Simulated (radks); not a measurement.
All-electron atom: Tm+ in [Xe] 4f13 6s1 (the NIST ground configuration). Method: scalar-relativistic Kohn-Sham, PBEsol, spin-polarised, spherical densities, point nucleus; open shells are filled with parallel spins first (spin-orbit coupling, left out, can overturn this in heavy ions); computed with a radial shooting solver on a logarithmic mesh with Libxc functionals.

X-ray form factor f0, the Fourier transform of the density (f0(0) = 68):

| sin(theta)/lambda (1/angstrom) | f0 (electrons) |
|---|---|
| 0.05 | 67.094 |
| 0.1 | 64.753 |
| 0.15 | 61.648 |
| 0.2 | 58.222 |
| 0.25 | 54.703 |
| 0.3 | 51.245 |
| 0.4 | 44.919 |
| 0.5 | 39.590 |
| 0.6 | 35.130 |
| 0.8 | 28.093 |
| 1 | 23.017 |
| 1.25 | 18.865 |
| 1.5 | 16.285 |
| 2 | 12.789 |
